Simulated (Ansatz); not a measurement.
Reaction (formal exchange of groups at a B–F bond): `FB1C=C1` + BH₃ → `BB1C=C1` + H–F

Program: Ansatz. Geometries: PBE0-D4/def2-TZVP. ΔE: electronic, gas phase. CCSD(T)/CBS adds triple-zeta CCSD(T) − MP2 to the extrapolated MP2 energy (def2 sets, frozen cores). This one scheme is used for every species. Functionals use def2-TZVPP.

```
  species  LDA (SPW92) energy (Eh)
`FB1C=C1`               -200.54425
      BH₃                -26.27225
`BB1C=C1`               -126.95060
      H–F                -99.83933
```

Question: Work out ΔE.

Answer: ΔE = (-126.95060) + (-99.83933) − (-200.54425) − (-26.27225) = 0.02657 Eh = +0.72 eV. CCSD(T)/CBS gives +0.86 eV.

Largest T1 diagnostic among the species: 0.013.

Leaving LDA and LC-ωPBE aside and taking each functional with its dispersion term where it has one, the values, not all of them listed here, spread over 0.27 eV, from revPBE-D4 to BHLYP-D4. LDA lies −0.04 eV from PBE without D4. From PBE to PBE0 (25 % exact exchange), in def2-TZVPP and without D4, ΔE moves by +0.06 eV. In def2-TZVPP, CCSD(T) changes the Hartree–Fock value by −0.28 eV (the triples alone add −0.03 eV) and MP2 by −0.29 eV.
